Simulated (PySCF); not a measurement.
A structure optimised at TPSSh-D3(BJ)/def2-SVP, used in a PySCF frequency run:

```xyz
10

F     -2.1075    -1.2706     0.4445
C     -1.4487    -0.2680    -0.2000
Cl    -2.6432     1.0355    -0.5936
C     -0.3763     0.2940     0.6822
C      0.8760     0.3868     0.2998
C      2.1158     0.4940    -0.1070
Cl     3.3039    -0.7633     0.1262
H     -1.0663    -0.6393    -1.1592
H     -0.7018     0.6287     1.6748
H      2.5035     1.3787    -0.6191
```
Charge 0, spin multiplicity 1.

Write its SMILES and formula.

F[C@@H](Cl)C=C=CCl, C4H3Cl2F

What are its rotational constants (standard atomic weights)?

4.7496, 0.59148, 0.54489 GHz
